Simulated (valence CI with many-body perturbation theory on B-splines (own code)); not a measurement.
# Tl LVIII: E2, M1 decay

Method: relativistic CI+MBPT: six valence electrons over a frozen Dirac-Fock core [Ar], a basis of 7 s, 7 p, 8 d, 6 f, 4 g, 1 h functions for each j, with the one-electron correlation potential Σ1 (screened to all orders), the two-electron term Σ2, the three-electron term Σ3, Breit, model QED; selected single and double excitations, second order for the rest, scaled by the run's own slope (own B-spline code, finite nucleus).

The last digits are not significant, and no measured levels were compared; by estimate large intervals hold to a few tenths of a per cent, small ones and those within an open d or f shell to about a per cent. Core correlation moves these levels by up to 17000 cm⁻¹, and in measured spectra 5 to 20 % of such shifts remained as error; rates that hang on mixing are uncertain with them. Among the levels kept, up to 1100 cm⁻¹ of a level comes from second order outside the variational space, and about a tenth of that is noise between levels of different J, which matters for small intervals. The list stops below the first excitations out of the core. Only levels of the ground parity were solved; by the run's estimate the other parity begins above the list, which can be wrong where configurations are misplaced.

Lines 1 to 50 of 88 in falling wavelength, among levels below 290.69 eV, chosen from the decays that carry over 1 % of a level's rate. Wavelengths and rates use the calculated energies. Electric multipoles are in the length gauge with retardation, E1 and E2 with the static RPA response of the core. M1 uses the relativistic operator with retardation. Weak lines are less certain than strong ones. Lines between different terms over intervals too small for the method are left out, as are lines whose strength nearly cancels. The highest levels of a list are the least certain. Branching is blank where the lifetime is uncertain.

Levels are named by their leading jj configuration (3d3/2^4 stands for four electrons in 3d with j = 3/2), which in mixed levels can hold well under half, so a name can repeat and another be missing. Letters in brackets count levels of one name in rising energy.

```csv
λ vac (Å),Upper,Lower,Type,A (s⁻¹),Branch %
1369,(3d3/2^4 3d5/2^2) J=2,(3d3/2^4 3d5/2^2) J=4,E2,3.09e-02,100.0
786.4,(3d3/2^3 3d5/2^3) J=4 [b],(3d3/2^3 3d5/2^3) J=3 [b],M1,4.01e+03,2.3
714.3,(3d3/2^3 3d5/2^3) J=2 [b],(3d3/2^3 3d5/2^3) J=3 [b],M1,1.51e+04,1.3
573.3,(3d3/2^4 3d5/2^2) J=0,(3d3/2^4 3d5/2^2) J=2,E2,8.91e+00,100.0
526.5,(3d3/2^3 3d5/2^3) J=0,(3d3/2^3 3d5/2^3) J=1 [a],M1,7.86e+04,
482.1,(3d3/2^3 3d5/2^3) J=4 [b],(3d3/2^3 3d5/2^3) J=5,M1,1.13e+04,6.4
361.0,(3d3/2^3 3d5/2^3) J=4 [b],(3d3/2^3 3d5/2^3) J=4 [a],M1,2.78e+04,15.9
337.4,(3d3/2^3 3d5/2^3) J=2 [b],(3d3/2^3 3d5/2^3) J=3 [a],M1,6.28e+04,5.5
198.1,(3d3/2^2 3d5/2^4) J=0 [b],(3d3/2^2 3d5/2^4) J=1,M1,3.43e+05,2.5
170.1,(3d3/2^2 3d5/2^4) J=0 [a],(3d3/2^3 3d5/2^3) J=1 [b],M1,8.12e+05,2.6
164.6,(3d3/2^3 3d5/2^3) J=1 [a],(3d3/2^4 3d5/2^2) J=0,M1,1.83e+06,12.1
160.8,(3d3/2^2 3d5/2^4) J=4 [a],(3d3/2^3 3d5/2^3) J=4 [b],M1,2.40e+05,1.1
158.5,(3d3/2^2 3d5/2^4) J=3 [a],(3d3/2^3 3d5/2^3) J=3 [c],M1,2.47e+05,1.2
156.6,(3d3/2^2 3d5/2^4) J=3 [a],(3d3/2^3 3d5/2^3) J=2 [b],M1,5.67e+05,2.8
151.7,(3d3/2^2 3d5/2^4) J=5,(3d3/2^3 3d5/2^3) J=4 [b],M1,1.59e+06,12.6
143.0,(3d3/2^2 3d5/2^4) J=2 [a],(3d3/2^3 3d5/2^3) J=3 [b],M1,3.68e+05,1.3
140.4,(3d3/2^2 3d5/2^4) J=3 [b],(3d3/2^3 3d5/2^3) J=2 [b],M1,5.19e+05,3.7
138.0,(3d3/2^2 3d5/2^4) J=3 [b],(3d3/2^3 3d5/2^3) J=4 [b],M1,2.96e+06,21.1
137.1,(3d3/2^2 3d5/2^4) J=1,(3d3/2^3 3d5/2^3) J=2 [b],M1,2.47e+06,14.4
136.6,(3d3/2^2 3d5/2^4) J=1,(3d3/2^3 3d5/2^3) J=1 [b],M1,2.63e+06,15.3
135.9,(3d3/2^3 3d5/2^3) J=3 [a],(3d3/2^4 3d5/2^2) J=2,M1,3.35e+06,25.0
135.7,(3d3/2^2 3d5/2^4) J=4 [b],(3d3/2^3 3d5/2^3) J=3 [c],M1,4.61e+05,4.5
133.5,(3d3/2^2 3d5/2^4) J=4 [a],(3d3/2^3 3d5/2^3) J=3 [b],M1,7.85e+05,3.6
132.1,(3d3/2^2 3d5/2^4) J=4 [b],(3d3/2^3 3d5/2^3) J=4 [b],M1,1.27e+05,1.2
131.5,(3d3/2^2 3d5/2^4) J=2 [b],(3d3/2^3 3d5/2^3) J=2 [b],M1,4.35e+05,3.7
131.1,(3d3/2^2 3d5/2^4) J=2 [b],(3d3/2^3 3d5/2^3) J=1 [b],M1,2.09e+05,1.8
128.5,(3d3/2^2 3d5/2^4) J=3 [a],(3d3/2^3 3d5/2^3) J=3 [b],M1,9.05e+05,4.4
127.9,(3d3/2^3 3d5/2^3) J=1 [a],(3d3/2^4 3d5/2^2) J=2,M1,1.33e+07,87.9
126.6,(3d3/2^2 3d5/2^4) J=1,(3d3/2^3 3d5/2^3) J=0,M1,3.34e+06,19.4
126.3,(3d3/2^2 3d5/2^4) J=3 [a],(3d3/2^3 3d5/2^3) J=2 [a],M1,2.91e+06,14.3
123.6,(3d3/2^3 3d5/2^3) J=3 [a],(3d3/2^4 3d5/2^2) J=4,M1,1.00e+07,75.0
123.4,(3d3/2^2 3d5/2^4) J=2 [a],(3d3/2^3 3d5/2^3) J=1 [a],M1,6.33e+06,23.0
122.6,(3d3/2^3 3d5/2^3) J=4 [a],(3d3/2^4 3d5/2^2) J=4,M1,1.17e+07,100.0
120.6,(3d3/2^2 3d5/2^4) J=4 [a],(3d3/2^3 3d5/2^3) J=5,M1,3.22e+06,14.9
119.6,(3d3/2^2 3d5/2^4) J=0 [a],(3d3/2^3 3d5/2^3) J=1 [a],M1,2.99e+07,97.4
117.4,(3d3/2^2 3d5/2^4) J=3 [b],(3d3/2^3 3d5/2^3) J=3 [b],M1,5.73e+06,40.8
116.9,(3d3/2^3 3d5/2^3) J=1 [b],(3d3/2^4 3d5/2^2) J=0,M1,5.24e+06,90.8
116.8,(3d3/2^2 3d5/2^4) J=2 [a],(3d3/2^3 3d5/2^3) J=3 [a],M1,2.05e+07,74.5
116.1,(3d3/2^2 3d5/2^4) J=2 [c],(3d3/2^3 3d5/2^3) J=3 [c],M1,5.84e+06,31.7
115.6,(3d3/2^2 3d5/2^4) J=3 [b],(3d3/2^3 3d5/2^3) J=2 [a],M1,3.58e+06,25.5
115.4,(3d3/2^2 3d5/2^4) J=5,(3d3/2^3 3d5/2^3) J=5,M1,3.41e+06,26.9
115.1,(3d3/2^2 3d5/2^4) J=2 [c],(3d3/2^3 3d5/2^3) J=2 [b],M1,6.44e+06,35.0
115.1,(3d3/2^2 3d5/2^4) J=5,(3d3/2^3 3d5/2^3) J=6,M1,6.91e+06,54.5
114.8,(3d3/2^2 3d5/2^4) J=2 [c],(3d3/2^3 3d5/2^3) J=1 [b],M1,3.06e+06,16.6
113.8,(3d3/2^3 3d5/2^3) J=2 [a],(3d3/2^4 3d5/2^2) J=2,M1,7.53e+06,99.9
113.3,(3d3/2^2 3d5/2^4) J=1,(3d3/2^3 3d5/2^3) J=2 [a],M1,2.46e+06,14.3
113.3,(3d3/2^3 3d5/2^3) J=6,(3d3/2^4 3d5/2^2) J=4,E2,2.24e+02,100.0
113.1,(3d3/2^2 3d5/2^4) J=4 [b],(3d3/2^3 3d5/2^3) J=3 [b],M1,1.75e+06,17.1
113.0,(3d3/2^3 3d5/2^3) J=5,(3d3/2^4 3d5/2^2) J=4,M1,2.52e+06,99.8
112.1,(3d3/2^3 3d5/2^3) J=3 [b],(3d3/2^4 3d5/2^2) J=2,M1,1.19e+06,26.0
```
